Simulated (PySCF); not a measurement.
PySCF input for SiH2FCl, SMILES F[SiH2]Cl, KT2/pcSseg-2. The structure is a stationary point at B3LYP-D3(BJ)/def2-TZVP.

```python
import numpy as np
from pyscf import gto, scf, dft
from pyscf.prop.nmr import rks as nmr

mol = gto.M(
    atom='''
    Si    0.51141319    0.55509342    0.00000000
    F    -0.73419389    1.55182616   -0.00000000
    Cl   -0.18339182   -1.37069308   -0.00000000
    H     1.28281066    0.78201949   -1.23054252
    H     1.28281065    0.78201950    1.23054250
    ''',
    basis='pcSseg-2',
    charge=0,
    spin=0,
    max_memory=1600,
    verbose=3,
)
mf = dft.RKS(mol, xc='kt2')
mf.grids.level = 3
mf.conv_tol = 1e-10
mf.max_cycle = 100
mf.kernel()
n = nmr.NMR(mf)
n.verbose = 2
n.max_cycle_cphf = 60
sigma = n.kernel()
print('atom   isotropic/ppm   span/ppm')
for i, s in enumerate(sigma):
    w = np.linalg.eigvalsh((s + s.T) / 2)
    print(f'{mol.atom_symbol(i):2s}{i + 1:3d} {w.mean():14.3f} {w[2] - w[0]:11.3f}')
```

Log of the run:

```
converged SCF energy = -858.125573787574
atom   isotropic/ppm   span/ppm
Si  1        354.735      63.184
F   2        327.444     131.394
Cl  3        870.772     319.149
H   4         25.551       8.924
H   5         25.551       8.924
```

The run converged.

Cost: very roughly 24 core-seconds.
